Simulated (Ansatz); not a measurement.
Results of the Gaussian-basis code of Ansatz.

Basis-set series for CH6AlGaO, SMILES `[CH3][AlH][O][GaH2]`. The species carries charge 0 and has multiplicity 1. The geometry is a stationary point of PBE0-D4/def2-TZVP. It is one conformer, not always the lowest.

```json
{"functional": "PBE0-D4", "basis": "def2-SVP", "functions": "108", "energy (Eh)": "-2283.37980", "HOMO (eV)": "-7.60", "LUMO (eV)": "-1.09"}
{"functional": "PBE0-D4", "basis": "def2-TZVPP", "functions": "236", "energy (Eh)": "-2283.85170", "HOMO (eV)": "-7.65", "LUMO (eV)": "-1.15"}
{"functional": "ωB97M-V", "basis": "def2-SVP", "functions": "108", "energy (Eh)": "-2283.70024", "HOMO (eV)": "-9.79", "LUMO (eV)": "0.64"}
{"functional": "ωB97M-V", "basis": "def2-TZVPP", "functions": "236", "energy (Eh)": "-2284.17642", "HOMO (eV)": "-9.87", "LUMO (eV)": "0.52"}
```

Problem. Give the rows for def2-QZVPP. (Best estimate.)

Solution. The calculation gave: 
```tsv
functional	basis	functions	energy (Eh)	HOMO (eV)	LUMO (eV)
PBE0-D4	def2-QZVPP	453	-2283.91061	-7.66	-1.21
ωB97M-V	def2-QZVPP	453	-2284.23320	-9.88	0.28
```

Positive LUMOs are unbound and depend on the basis. Scalar relativity is left out up to krypton.
